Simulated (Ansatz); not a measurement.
`C[SiH](F)C#N` → `CC#N` + `F[SiH]` at 500 K and 1 bar (silylene formation by 1,1-elimination).

Calculated with Ansatz (gas phase, PBE0-D4/def2-TZVP geometries, no zero-point term in ΔE). CCSD(T)/CBS adds triple-zeta CCSD(T) − MP2 to the extrapolated MP2 energy (def2 sets, frozen cores). This one scheme is used for every species.

```json
{"species": "`C[SiH](F)C#N`", "CCSD(T)/CBS energy (Eh)": "-522.15876", "H − E (kJ/mol)": "192.8", "S (J/(mol·K))": "392.1"}
{"species": "`CC#N`", "CCSD(T)/CBS energy (Eh)": "-132.59492", "H − E (kJ/mol)": "143.3", "S (J/(mol·K))": "273.0"}
{"species": "`F[SiH]`", "CCSD(T)/CBS energy (Eh)": "-389.46371", "H − E (kJ/mol)": "40.7", "S (J/(mol·K))": "260.3"}
```

H − E and S are ideal-gas, rigid-rotor, harmonic terms from PBE0-D4/def2-TZVP, for one conformer and one mirror image of each species. 1 Eh = 2625.50 kJ/mol, R = 8.31446 J/(mol·K).

Question: By hand: ΔE, ΔH, ΔS and ΔG.

Answer: ΔE = (-132.59492) + (-389.46371) − (-522.15876) = 0.10013 Eh = 262.9 kJ/mol. Δ(H − E) = 143.3 + 40.7 − 192.8 = -8.8, so ΔH = 254.1 kJ/mol. ΔS = 273.0 + 260.3 − 392.1 = 141.2 J/(mol·K). ΔG = 254.1 − 500 × (141.2)/1000 = 183.5 kJ/mol.

Question: By hand: the equilibrium constant, and the temperature at which ΔG would vanish if ΔH and ΔS stayed fixed.

Answer: log₁₀ K = −ΔG/(RT ln 10) = -19.2. ΔG = 0 at ΔH/ΔS = 1800 K.

The number of gas molecules changes by +1, which sets the sign of ΔS. A doubt of 5 kJ/mol in ΔE shifts log₁₀ K by 0.5 here. Other conformers and mirror images would add mixing entropy, several J/(mol·K) or more a flexible species. These are equilibria of isolated gas molecules and say nothing of rates. Largest T1 diagnostic: 0.015 (customary marks: 0.02 for closed shells, 0.045 for open ones).
